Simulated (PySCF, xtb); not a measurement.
TaCl4, SMILES [Ta+]([Cl])([Cl])([Cl])[Cl], charge +1, multiplicity 1.

GFN2-xTB (xtb) at its own geometry gives an orbital gap of 3.59 eV.

The structure is a stationary point at PBE-D3(BJ)/def2-SVP. The spin state was assumed, not searched. The isomer is the one that the SMILES or the coordinates give; other isomers of the formula were not compared. The def2 effective core potentials stand for the cores of Ta; spin–orbit coupling is left out.

What does PBE/def2-TZVP (PySCF) give? (The exact figures need the calculation; the answer reports its results.)

gap 4.26 eV (levels -13.70 and -9.44 eV).
